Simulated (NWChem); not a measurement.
C3H4BCl; SMILES C#CB(C)Cl

```xyz
9

B      0.3494     0.0645     0.0102
C     -0.2301    -1.3466     0.0023
C     -0.6688    -2.4830    -0.0018
H     -1.0647    -3.4833    -0.0053
Cl    -0.7941     1.4076    -0.0057
C      1.8876     0.3290     0.0086
H      2.1570     1.3847     0.1437
H      2.2972    -0.0170    -0.9579
H      2.3880    -0.2846     0.7757
```
Atoms are numbered in this order, from 1.

All runs: NWChem. STO-3G and 3-21G are far too small for this property and stand as cheap habits. Geometry: optimised at PBE0/def2-SVP. GIAO values for the isolated, static molecule; σ is the absolute isotropic shielding, δ = σ(reference) − σ with the isolated reference molecule computed at the same levels (11B: boron trifluoride, 13C: tetramethylsilane, 1H: tetramethylsilane).

For level Hartree-Fock/STO-3G:

* **δ C2 (ppm)**: 59.3
* **δ H4 (ppm)**: 5.52
* **σ Cl5 (ppm)**: 1016.5
* **δ C6 (ppm)**: 15.0

What are these values for level LDA (Slater exchange, VWN5)/pcSseg-1?


- δ C2 (ppm): 102.4
- δ H4 (ppm): 3.74
- σ Cl5 (ppm): 544.4
- δ C6 (ppm): 19.5
